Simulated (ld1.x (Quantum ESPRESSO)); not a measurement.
Reading a pseudo-wave (titanium)

Columns: radius, all-electron u(r) and pseudo u(r) of the 4p shell (level -4.05 eV) of titanium in the configuration [Ne] 3s2 3p6 3d2 4s1.5 4p0; LDA (PZ), scalar-relativistic, ultrasoft scheme, ld1.x (Quantum ESPRESSO) 7.5.

```tsv
r (bohr)	all-electron	pseudo
0.145	0.1250	-0.0010
0.290	0.0661	-0.0036
0.435	-0.0707	-0.0066
0.580	-0.1744	-0.0085
0.725	-0.2190	-0.0072
0.870	-0.2126	-0.0008
1.015	-0.1714	0.0125
1.160	-0.1099	0.0339
1.305	-0.0385	0.0636
1.450	0.0356	0.1013
1.595	0.1080	0.1456
1.740	0.1761	0.1945
1.885	0.2385	0.2456
2.030	0.2944	0.2962
2.175	0.3436	0.3437
2.320	0.3862	0.3862
2.465	0.4224	0.4224
2.610	0.4527	0.4527
2.755	0.4772	0.4772
2.900	0.4966	0.4966
3.045	0.5111	0.5111
3.190	0.5213	0.5213
3.335	0.5274	0.5274
3.480	0.5301	0.5301
3.625	0.5295	0.5295
3.770	0.5261	0.5261
```

Problem. How many radial nodes do the two functions have?

Solution. The all-electron 4p function has n − l − 1 = 2; the pseudo-wave has 1, since 1 lower shell of the same l stays in the valence.

Problem. At about which radius was the pseudo-wave matched?

Solution. 2.30 bohr, where the columns begin to agree (steps of 0.14 bohr).

Problem. Is the pseudo-wave norm-conserving?

Solution. No, it belongs to an ultrasoft set: the norm inside the radius is not constrained, and the difference is carried by the augmentation charge.
